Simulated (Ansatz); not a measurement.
`SC[SiH2]I` + H–F → `F[SiH2]I` + CH₃SH at 700 K and 1 bar (ligand exchange at the Si–C bond).

Program: Ansatz. Geometries: PBE0-D4/def2-TZVP. ΔE: electronic, gas phase. CCSD(T)/CBS is the MP2 limit (def2-TZVPP, def2-QZVPP) plus CCSD(T) − MP2 in def2-TZVPP, frozen cores. This one scheme is used for every species. def2 core potentials past Kr. For I outer-core shells are correlated without core-valence functions, which leaves a few kJ/mol of doubt a bond. Each species was taken in one conformer, which may not be the lowest.

```
    species  CCSD(T)/CBS energy (Eh)  H − E (kJ/mol)  S (J/(mol·K))
`SC[SiH2]I`              -1025.39634           215.3          462.5
        H–F               -100.39570            45.2          198.5
 `F[SiH2]I`               -687.61044            98.6          364.4
      CH₃SH               -438.22835           160.2          309.0
```

H − E and S are ideal-gas, rigid-rotor, harmonic terms from PBE0-D4/def2-TZVP, for one conformer and one mirror image of each species. 1 Eh = 2625.50 kJ/mol, R = 8.31446 J/(mol·K).

Task: By hand: ΔE, ΔH, ΔS and ΔG.

Result: ΔE = (-687.61044) + (-438.22835) − (-1025.39634) − (-100.39570) = -0.04675 Eh = -122.7 kJ/mol. Δ(H − E) = 98.6 + 160.2 − 215.3 − 45.2 = -1.7, so ΔH = -124.4 kJ/mol. ΔS = 364.4 + 309.0 − 462.5 − 198.5 = 12.4 J/(mol·K). ΔG = -124.4 − 700 × (12.4)/1000 = -133.1 kJ/mol.

Task: By hand: the equilibrium constant, and the temperature at which ΔG would vanish if ΔH and ΔS stayed fixed.

Result: log₁₀ K = −ΔG/(RT ln 10) = 9.9. ΔH and −TΔS have one sign here, so there is no such temperature.

The number of gas molecules stays the same, so ΔS is small and ΔH decides. A doubt of 5 kJ/mol in ΔE shifts log₁₀ K by 0.4 here. Other conformers and mirror images would add mixing entropy, several J/(mol·K) or more a flexible species. These are equilibria of isolated gas molecules and say nothing of rates. Largest T1 diagnostic: 0.009 (customary marks: 0.02 for closed shells, 0.045 for open ones).

ΔS is within the doubt of such terms, so its sign, and with it that verdict, could turn.
